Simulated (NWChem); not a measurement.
**Correlation energy of CHCl**

```xyz
3

C      1.0579    -0.5466     0.0000
Cl    -0.4752     0.1724     0.0000
H      1.7315     0.3489     0.0000
```
Charge 0, spin multiplicity 1.

Program: NWChem. All single points use one geometry, from PBE0/def2-SVP, a minimum by its harmonic frequencies.

Basis set: def2-SVP. Each correlation energy counts from its own Hartree-Fock reference.

The correlated methods keep 6 core orbitals frozen. The structure started from a generated list of species. Coupled-cluster values serve here as a point of comparison, not as the truth.

**Question.** One of these methods gave a correlation energy of -245.2 mHa. Which?
A. CR-CCSD[T]
B. MP2
C. CCSD
D. SCS-MP2

**Answer.** B, MP2. The others give -243.6 (SCS-MP2), -283.8 (CR-CCSD[T]), -275.9 (CCSD).
